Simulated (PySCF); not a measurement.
PySCF input for Ga(Me)2(NH3) (C₂H₉GaN), SMILES [NH3]->[Ga]([CH3])[CH3] (connectivity only; charge and spin as stated), neutral, multiplicity 2, PBE-D3(BJ)/def2-SVP. The structure is a stationary point at PBE-D3(BJ)/def2-SVP. The spin state was assumed, not searched. The isomer is the one that the SMILES or the coordinates give; other isomers of the formula were not compared.

```python
import numpy as np
from pyscf import gto, scf, dft, df
from pyscf.hessian import thermo

mol = gto.M(
    atom='''
    Ga    0.41636479   -0.21044519    0.00000000
    C    -0.51240441   -0.73243529    1.72289758
    H    -0.12789852   -0.18011204    2.60440904
    H    -0.36295051   -1.81430255    1.91855413
    H    -1.60808755   -0.55437194    1.64152505
    C    -0.51240441   -0.73243537   -1.72289754
    H    -0.12789853   -0.18011215   -2.60440904
    H    -1.60808755   -0.55437201   -1.64152502
    H    -0.36295052   -1.81430263   -1.91855405
    N    -0.22347697    1.93244696   -0.00000005
    H    -1.25094676    2.02206491   -0.00000005
    H     0.12735159    2.43070222   -0.82872968
    H     0.12735159    2.43070226    0.82872957
    ''',
    basis='def2-SVP',
    charge=0,
    spin=1,
    max_memory=1600,
    verbose=3,
)
mf = dft.UKS(mol, xc='pbe').density_fit(auxbasis='def2-universal-jkfit')
mf.disp = 'd3bj'
mf.grids.level = 3
mf.conv_tol = 1e-11
mf.max_cycle = 100
mf.kernel()
fine, coarse = mf.grids, dft.Grids(mol).set(level=1).build(with_non0tab=True)
for _ in range(3):  # follow internal instabilities
    mf.grids = coarse
    mo, _, stable, _ = mf.stability(return_status=True, nroots=4)
    mf.grids = fine
    if stable:
        break
    mf.kernel(mf.make_rdm1(mo, mf.mo_occ))

# [left out here: the lines that compute and print the analytic Hessian (its translational invariance restored by hand, since the grid's response is missing), thermochemistry and intensities]
```

Output:

```

WARN: HOMO -0.148160353697444 >= LUMO -0.148160353697442

converged SCF energy = -2060.39143862982  <S^2> = 0.75112776  2S+1 = 2.0011274
<class 'pyscf.df.df_jk.DFUKS'> wavefunction is stable in the internal stability analysis

WARN: DFTD3 does not support analytical Hessian, using finite difference


WARN: Mole.unit (angstrom) is changed to Bohr

Mode                                 0                   1                   2
Irrep
Freq [cm^-1]                       75.8002             95.0625             96.6989
Reduced mass [au]                   1.0216              1.0216              1.0669
Force const [Dyne/A]                0.0035              0.0054              0.0059
Char temp [K]                     109.0596            136.7738            139.1282
Normal mode                   x     y     z       x     y     z       x     y     z
       0  Ga                -0.00  0.00  0.00    0.00  0.00  0.01   -0.01 -0.01  0.00
       1   C                -0.02 -0.01 -0.01   -0.01  0.00  0.00    0.00  0.03  0.02
       2   H                -0.06  0.02 -0.01    0.25 -0.29  0.07   -0.23  0.33 -0.07
       3   H                 0.00  0.00  0.01   -0.34 -0.09 -0.22    0.31  0.12  0.27
       4   H                -0.02 -0.04 -0.04    0.04  0.37  0.13   -0.04 -0.31 -0.11
       5   C                 0.02  0.01 -0.01    0.01 -0.00  0.00    0.00  0.03 -0.02
       6   H                 0.06 -0.02 -0.01   -0.25  0.29  0.07   -0.23  0.33  0.07
       7   H                 0.02  0.04 -0.04   -0.04 -0.37  0.13   -0.04 -0.32  0.11
       8   H                -0.00 -0.00  0.01    0.34  0.09 -0.22    0.32  0.12 -0.27
       9   N                 0.00  0.00  0.00   -0.00  0.00 -0.03    0.03 -0.00 -0.00
      10   H                 0.00  0.00  0.57   -0.00 -0.00  0.01    0.03  0.03  0.00
      11   H                -0.47 -0.15 -0.28   -0.03 -0.03 -0.06    0.04 -0.01 -0.00
      12   H                 0.47  0.15 -0.28    0.03  0.03 -0.06    0.04 -0.01 -0.00
[...]
       4   H                -0.01 -0.03  0.05    0.03  0.13 -0.33   -0.03 -0.14  0.33
       5   C                 0.01  0.00  0.01    0.05  0.02  0.07    0.04  0.02  0.07
       6   H                -0.04 -0.03 -0.04   -0.25 -0.18 -0.20   -0.24 -0.18 -0.21
       7   H                -0.01 -0.03 -0.05   -0.03 -0.13 -0.33   -0.03 -0.14 -0.33
       8   H                -0.04  0.01 -0.05   -0.22  0.04 -0.30   -0.21  0.04 -0.30
       9   N                -0.03  0.10 -0.00   -0.00  0.00  0.00    0.00 -0.02  0.00
      10   H                -0.05 -0.51  0.00   -0.00 -0.00 -0.00    0.01  0.10 -0.00
      11   H                 0.24 -0.43 -0.17   -0.00  0.00  0.00   -0.04  0.08  0.03
      12   H                 0.24 -0.43  0.17    0.00 -0.00  0.00   -0.04  0.08 -0.03
Mode                                18                  19                  20
Irrep
Freq [cm^-1]                     1370.2687           1375.0436           1381.8254
Reduced mass [au]                   1.0579              1.0557              1.0587
Force const [Dyne/A]                1.1703              1.1761              1.1910
Char temp [K]                    1971.5116           1978.3817           1988.1391
Normal mode                   x     y     z       x     y     z       x     y     z
       0  Ga                -0.00  0.00  0.00    0.00  0.00  0.00   -0.00  0.00 -0.00
       1   C                -0.00  0.04  0.01    0.00  0.04  0.02   -0.04  0.01 -0.02
       2   H                 0.35 -0.14 -0.04    0.32 -0.07 -0.07    0.16 -0.36  0.13
       3   H                -0.27  0.01  0.09   -0.32 -0.01  0.03    0.34  0.12  0.32
       4   H                -0.06 -0.44 -0.22   -0.06 -0.46 -0.19    0.01  0.17 -0.17
       5   C                 0.00 -0.04  0.01    0.00  0.04 -0.02    0.04 -0.01 -0.02
       6   H                -0.35  0.14 -0.04    0.32 -0.07  0.07   -0.16  0.36  0.13
       7   H                 0.06  0.44 -0.22   -0.06 -0.46  0.19   -0.01 -0.17 -0.17
       8   H                 0.27 -0.01  0.09   -0.32 -0.01 -0.03   -0.34 -0.12  0.32
       9   N                -0.00 -0.00 -0.00   -0.00 -0.00  0.00    0.00  0.00  0.00
      10   H                -0.00  0.00  0.02    0.00  0.00 -0.00    0.00  0.00 -0.01
      11   H                 0.01 -0.00  0.00    0.00  0.00  0.00   -0.01 -0.00 -0.00
      12   H                -0.01  0.00  0.00    0.00  0.00 -0.00    0.01  0.00 -0.00
Mode                                21                  22                  23
Irrep
Freq [cm^-1]                     1390.1344           1568.2929           1575.0309
Reduced mass [au]                   1.0520              1.0596              1.0597
Force const [Dyne/A]                1.1977              1.5355              1.5489
Char temp [K]                    2000.0939           2256.4243           2266.1187
Normal mode                   x     y     z       x     y     z       x     y     z
       0  Ga                -0.00  0.00  0.00   -0.00 -0.00  0.00    0.00  0.00  0.00
       1   C                -0.04  0.01 -0.02    0.00  0.00  0.00    0.00 -0.00  0.00
       2   H                 0.22 -0.38  0.13    0.01 -0.00 -0.00   -0.00  0.02 -0.01
       3   H                 0.29  0.11  0.33   -0.01 -0.00  0.00   -0.01 -0.00 -0.01
       4   H                 0.01  0.09 -0.22   -0.00 -0.01  0.00   -0.00 -0.01  0.01
       5   C                -0.04  0.01  0.02   -0.00 -0.00  0.00    0.00 -0.00 -0.00
       6   H                 0.22 -0.38 -0.13   -0.01  0.00 -0.00   -0.00  0.02  0.01
       7   H                 0.01  0.09  0.22    0.00  0.01  0.00   -0.00 -0.01 -0.01
       8   H                 0.29  0.11 -0.33    0.01  0.00  0.00   -0.01 -0.00  0.01
       9   N                 0.00  0.00 -0.00   -0.00 -0.00  0.06    0.06  0.02  0.00
      10   H                 0.00  0.00  0.00   -0.00 -0.00 -0.73    0.06  0.29 -0.00
      11   H                -0.02 -0.01 -0.01   -0.43  0.11 -0.07   -0.45 -0.28 -0.38
      12   H                -0.02 -0.01  0.01    0.43 -0.11 -0.07   -0.45 -0.28  0.38
Mode                                24                  25                  26
Irrep
Freq [cm^-1]                     2945.1360           2946.0340           3046.0964
Reduced mass [au]                   1.0362              1.0361              1.0990
Force const [Dyne/A]                5.2953              5.2982              6.0082
Char temp [K]                    4237.3950           4238.6869           4382.6545
Normal mode                   x     y     z       x     y     z       x     y     z
       0  Ga                 0.00  0.00  0.00   -0.00 -0.00  0.00   -0.00  0.00  0.00
       1   C                 0.03  0.00 -0.02    0.03  0.00 -0.02   -0.05  0.02 -0.03
       2   H                 0.13  0.17  0.25    0.13  0.17  0.25    0.12  0.19  0.27
       3   H                 0.05 -0.31  0.05    0.05 -0.31  0.05    0.04 -0.37  0.06
       4   H                -0.51  0.09 -0.05   -0.51  0.09 -0.05    0.43 -0.07  0.03
       5   C                -0.03 -0.00 -0.02    0.03  0.00  0.02    0.05 -0.02 -0.03
       6   H                -0.13 -0.17  0.25    0.13  0.17 -0.25   -0.12 -0.18  0.27
       7   H                 0.51 -0.09 -0.05   -0.51  0.09  0.05   -0.43  0.07  0.03
       8   H                -0.05  0.31  0.05    0.05 -0.31 -0.05   -0.04  0.36  0.06
       9   N                -0.00  0.00  0.00    0.00  0.00  0.00   -0.00 -0.00 -0.00
      10   H                 0.00 -0.00 -0.00   -0.00  0.00 -0.00    0.00 -0.00  0.00
      11   H                -0.00 -0.00 -0.00    0.00  0.00 -0.00    0.00 -0.00  0.00
      12   H                 0.00  0.00 -0.00    0.00  0.00  0.00   -0.00  0.00  0.00
Mode                                27                  28                  29
Irrep
Freq [cm^-1]                     3046.9379           3069.0406           3069.2796
Reduced mass [au]                   1.0986              1.1018              1.1020
Force const [Dyne/A]                6.0091              6.1147              6.1166
Char temp [K]                    4383.8652           4415.6661           4416.0100
Normal mode                   x     y     z       x     y     z       x     y     z
       0  Ga                -0.00  0.00 -0.00   -0.00  0.00 -0.00    0.00  0.00 -0.00
       1   C                -0.05  0.02 -0.03   -0.01 -0.06 -0.02    0.01  0.06  0.02
       2   H                 0.12  0.19  0.28    0.17  0.23  0.38   -0.17 -0.23 -0.38
       3   H                 0.04 -0.36  0.06   -0.07  0.45 -0.09    0.07 -0.46  0.09
       4   H                 0.43 -0.07  0.03    0.01 -0.01 -0.00   -0.01  0.01  0.00
       5   C                -0.05  0.02  0.03    0.01  0.06 -0.02    0.01  0.06 -0.02
       6   H                 0.12  0.19 -0.28   -0.17 -0.23  0.38   -0.17 -0.23  0.38
       7   H                 0.43 -0.07 -0.03   -0.01  0.01 -0.00   -0.01  0.01 -0.00
       8   H                 0.04 -0.36 -0.06    0.07 -0.45 -0.09    0.07 -0.46 -0.09
       9   N                -0.00 -0.00  0.00    0.00 -0.00 -0.00    0.00 -0.00  0.00
      10   H                 0.00 -0.00 -0.00   -0.00 -0.00 -0.00   -0.00 -0.00  0.00
      11   H                 0.00  0.00  0.00   -0.00 -0.00  0.00   -0.00 -0.00 -0.00
      12   H                 0.00  0.00 -0.00    0.00  0.00  0.00   -0.00 -0.00  0.00
Mode                                30                  31                  32
Irrep
Freq [cm^-1]                     3364.3579           3491.8735           3519.1372
Reduced mass [au]                   1.0295              1.0891              1.0916
Force const [Dyne/A]                6.8659              7.8239              7.9651
Char temp [K]                    4840.5620           5024.0286           5063.2549
Normal mode                   x     y     z       x     y     z       x     y     z
       0  Ga                -0.00  0.00 -0.00   -0.00  0.00 -0.00   -0.00  0.00 -0.00
       1   C                 0.00 -0.00  0.00    0.00 -0.00  0.00   -0.00  0.00  0.00
       2   H                -0.00 -0.00 -0.00   -0.00 -0.00 -0.00   -0.00 -0.00 -0.00
       3   H                -0.00 -0.00  0.00   -0.00  0.00  0.00    0.00 -0.00 -0.00
       4   H                -0.00  0.00 -0.00   -0.00  0.00 -0.00   -0.00 -0.00  0.00
       5   C                 0.00 -0.00 -0.00    0.00 -0.00 -0.00    0.00 -0.00  0.00
       6   H                -0.00 -0.00  0.00   -0.00 -0.00  0.00    0.00  0.00 -0.00
       7   H                -0.00  0.00  0.00   -0.00  0.00  0.00    0.00  0.00  0.00
       8   H                -0.00 -0.00 -0.00   -0.00  0.00 -0.00   -0.00  0.00 -0.00
       9   N                -0.02  0.03  0.00   -0.07 -0.03  0.00   -0.00  0.00 -0.08
      10   H                 0.71 -0.03 -0.00    0.65 -0.05 -0.00    0.00 -0.00 -0.01
      11   H                -0.18 -0.21  0.40    0.16  0.23 -0.41   -0.24 -0.33  0.54
      12   H                -0.18 -0.21 -0.40    0.16  0.23  0.41    0.24  0.33  0.54
temperature 298.1500 [K]
pressure 101325.00 [Pa]
Rotational constants [GHz] 4.31378 4.04968 2.64879
Symmetry number 1
Zero-point energy (ZPE) 0.10496 [Eh]   275569.575 [J/mol]
                           tot       elec      trans        rot        vib
Entropy [J/mol/K]       392.938      5.763    168.119    110.221    108.834
Cv [J/mol/K]            122.968      0.000     12.472     12.472     98.024
Cp [J/mol/K]            131.282      0.000     20.786     12.472     98.024
Internal energy [J/mol]                      3718.434   3718.434 292175.654
Internal energy [Eh]   -2060.27732  -2060.39144
Enthalpy [J/mol]                             6197.391   3718.434 292175.654
Enthalpy [Eh]          -2060.27638
Gibbs free energy [J/mol]                  -43927.409 -29143.975 259726.734
Gibbs free energy [Eh] -2060.32100
mode   freq/cm-1   IR/(km/mol)
   1       75.80         0.006
   2       95.06         0.052
   3       96.70         0.069
   4      118.33         3.204
   5      126.43         3.713
   6      141.38         0.302
   7      273.11         9.177
   8      466.48         5.644
   9      481.81         0.549
  10      484.36        20.141
  11      520.85        51.931
  12      602.42         0.472
  13      653.41        32.161
  14      673.74        38.209
  15      722.87        61.993
  16     1108.31        94.012
  17     1130.43         1.390
  18     1141.66         2.061
  19     1370.27         0.115
  20     1375.04         5.181
  21     1381.83         5.348
  22     1390.13         1.136
  23     1568.29        20.055
  24     1575.03        18.350
  25     2945.14        27.010
  26     2946.03        26.082
  27     3046.10         7.055
  28     3046.94        26.520
  29     3069.04         5.006
  30     3069.28        15.518
  31     3364.36         0.594
  32     3491.87        32.063
  33     3519.14        28.823
max |gradient| / (hartree/bohr): 3.569505819560131e-05
APT charges: [ 0.6801 -0.2665 -0.0195 -0.0048 -0.0653 -0.2665 -0.0195 -0.0653 -0.0048
 -0.4075  0.1078  0.166   0.166 ]
```

Self-consistency was reached.
